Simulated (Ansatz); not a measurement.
PBE exchange is replaced step by step with exact exchange (0 % is PBE, 25 % PBE0; no dispersion term), basis def2-SVP, Ansatz. System: Cd₆H₁₈Se₆. Total charge 0; singlet. Geometry: r2SCAN-D4/def2-SVP.

Geometry of the singlet:

```xyz
30

Se    3.630    0.494   -0.405
Cd    2.035    2.614   -0.812
Cd   -0.598   -1.073   -3.188
Se   -0.562    1.311   -1.954
Se    1.474    2.857    1.802
Cd   -2.961    1.521   -0.766
Cd    2.797   -1.871    0.555
Se    0.045   -2.259   -0.867
Se    2.098   -0.811    2.920
Cd    0.163    1.019    3.253
Cd   -2.276   -2.505    0.461
Se   -2.053    0.041    1.282
H     2.127   -0.623   -3.233
H     3.947    0.125   -1.792
H     2.049    3.777   -2.043
H     2.030   -0.858   -3.952
H    -0.973   -1.607   -4.732
H    -0.812    2.174   -3.120
H     0.475    3.934    1.765
H    -1.634    3.504    0.621
H    -2.282    3.874    0.468
H    -4.438    2.197   -1.181
H     3.277   -3.446    0.158
H     0.177   -3.643   -1.349
H     1.480   -1.978    3.566
H    -0.544   -2.902    2.572
H    -0.965    1.208    4.501
H    -3.434   -3.708    0.617
H    -1.033   -3.472    2.705
H    -3.240    0.104    2.150
```

In the def2 sets Cd takes a core potential; there is no spin–orbit coupling. Single mean-field runs in def2-SVP are fitted with def2-universal-jkfit. In the singlet geometry the species has come apart into loosely held pieces. In the singlet, H13 and H16 lie 0.76 Å apart, H20 and H21 lie 0.76 Å apart, H26 and H29 lie 0.76 Å apart (atoms count from 1), so H2 has formed as a molecule.

| exact exchange (%) | HOMO (eV) | LUMO (eV) | gap (eV) |
| --- | --- | --- | --- |
| 0 | -5.88 | -2.43 | 3.45 |
| 5 | -6.09 | -2.31 | 3.78 |
| 10 | -6.31 | -2.19 | 4.12 |
| 15 | -6.52 | -2.07 | 4.45 |
| 25 | -6.96 | -1.84 | 5.12 |
| 35 | -7.40 | -1.61 | 5.79 |

Fit a straight line to the column «gap (eV)» against the share of exact exchange and predict its value at 50 %.

With x = exact exchange (%) and y = gap (eV): mean x = 15, mean y = 4.452; Σ(x − x̄)(y − ȳ) = 56.85, Σ(x − x̄)² = 850; slope b = 0.06688, intercept a = ȳ − b·x̄ = 3.449. The residuals of the fitted rows reach 0.00. At x = 50 the line gives 3.449 + (0.06688 × 50) = 6.79; the run gave 6.80, 0.01 more than the line.
